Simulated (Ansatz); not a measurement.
`C[O][In]([F])[F]` + HI → `[F][In]([F])[I]` + CH₃OH at 298.15 K and 1 bar (ligand exchange at the In–O bond).

Isolated molecules relaxed with PBE0-D4/def2-TZVP in Ansatz; ΔE leaves out vibrations. CCSD(T)/CBS is the MP2 limit (def2-TZVPP, def2-QZVPP) plus CCSD(T) − MP2 in def2-TZVPP, frozen cores. This one scheme is used for every species. Elements past krypton have def2 core potentials. For I, In outer-core shells are correlated without core-valence functions, which leaves a few kJ/mol of doubt a bond. Each species was taken in one conformer, which may not be the lowest.

| species | CCSD(T)/CBS energy (Eh) | H − E (kJ/mol) | S (J/(mol·K)) |
| --- | --- | --- | --- |
| `C[O][In]([F])[F]` | -504.48097 | 139.7 | 381.8 |
| HI | -298.03592 | 22.7 | 206.5 |
| `[F][In]([F])[I]` | -686.94930 | 28.4 | 348.0 |
| CH₃OH | -115.61712 | 146.3 | 238.2 |

H − E and S are ideal-gas, rigid-rotor, harmonic terms from PBE0-D4/def2-TZVP, for one conformer and one mirror image of each species. 1 Eh = 2625.50 kJ/mol, R = 8.31446 J/(mol·K).

Question: By hand: ΔE, ΔH, ΔS and ΔG.

Answer: ΔE = (-686.94930) + (-115.61712) − (-504.48097) − (-298.03592) = -0.04953 Eh = -130.0 kJ/mol. Δ(H − E) = 28.4 + 146.3 − 139.7 − 22.7 = 12.3, so ΔH = -117.7 kJ/mol. ΔS = 348.0 + 238.2 − 381.8 − 206.5 = -2.1 J/(mol·K). ΔG = -117.7 − 298.15 × (-2.1)/1000 = -117.1 kJ/mol.

Question: By hand: the equilibrium constant, and the temperature at which ΔG would vanish if ΔH and ΔS stayed fixed.

Answer: log₁₀ K = −ΔG/(RT ln 10) = 20.5. ΔG = 0 at ΔH/ΔS = 56048 K, far beyond where these terms or the molecules hold.

The number of gas molecules stays the same, so ΔS is small and ΔH decides. A doubt of 5 kJ/mol in ΔE shifts log₁₀ K by 0.9 here. Other conformers and mirror images would add mixing entropy, several J/(mol·K) or more a flexible species. Modes under 60 cm⁻¹, often nearly free rotors, make the harmonic entropy too high. These are equilibria of isolated gas molecules and say nothing of rates. Largest T1 diagnostic: 0.017 (customary marks: 0.02 for closed shells, 0.045 for open ones).
